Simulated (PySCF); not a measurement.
Ga(Cl)2(NH3) (Cl2GaH3N), SMILES [NH3]->[Ga]([Cl])[Cl] (connectivity only; charge and spin as stated), neutral, multiplicity 2. Coordinates come from a PBE-D3(BJ)/def2-SVP optimisation. The multiplicity is an assumed one; no other spin state was optimised. The isomer is the one that the SMILES or the coordinates give; other isomers of the formula were not compared.

Computed with PBE-D3(BJ)/def2-SVP (PySCF).

Harmonic wavenumbers (cm⁻¹): 105, 110, 123, 136, 314, 338, 365, 558, 561, 1094, 1548, 1568, 3358, 3492, 3516. Rotational constants (GHz): 3.634, 1.725, 1.436; symmetry number 1.

**Question.** Work out the zero-point energy and the ideal-gas rigid-rotor harmonic-oscillator thermochemistry at 298.15 K and 1 atm.

**Answer.** ZPE = ½ Σ hcν = ½ × 17186 cm⁻¹ = 102.80 kJ/mol. H − E(el) = 124.07 kJ/mol. Entropy in J/(mol K): translation 171.86, rotation 117.03, vibration 72.53, spin 5.76, total 367.18. G − E(el) = 14.59 kJ/mol. Cp = 96.72 J/(mol K). Modes under 150 cm⁻¹ make the vibrational entropy uncertain.
